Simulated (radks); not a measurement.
Problem. Ionisation of the selenium ion Se12+, [Ar] 3d4, to [Ar] 3d3 as the strength of local exchange is varied. All-electron calculation, Dirac Kohn-Sham, Slater X-alpha exchange (alpha = 2/3 is LDA exchange), no correlation, spin-unpolarised, spherical densities, finite nucleus; open shells fill j = l - 1/2 first; Fermi nuclear charge, rms radius 4.14 fm. Program: a radial shooting solver on a logarithmic mesh with Libxc functionals.

alpha  E(Se12+) (hartree)  exchange (hartree)  IE (eV)  -e of the level emptied (eV)  <r> of it (bohr)
0.667         -2361.42428           -71.11366   379.70                358.38 (3d3/2)            0.5088
0.683         -2363.13064           -72.86030   380.77                359.43 (3d3/2)            0.5081
0.798         -2375.42314           -85.47041   388.52                367.07 (3d3/2)            0.5036
0.917         -2388.19513           -98.62299   396.64                375.07 (3d3/2)            0.4991
1.017         -2398.96874          -109.75726   403.53                381.86 (3d3/2)            0.4954
1.039         -2401.34394          -112.21680   405.06                383.36 (3d3/2)            0.4946
x             -2369.21728           -79.09820   384.60                363.21 (3d3/2)            0.5059

Which alpha was used in the last row?

Solution. alpha = 0.74. NIST Atomic Spectra Database: 383 +/- 3 eV (theoretical). The Delta-SCF value meets it near alpha = 0.72. Spin polarisation and multiplet splitting are left out, so open shells lie too high by an amount that depends on their filling.

Beside tabulated values, note that spin-unpolarised runs miss the spin-polarisation part of the exchange energy of open shells.
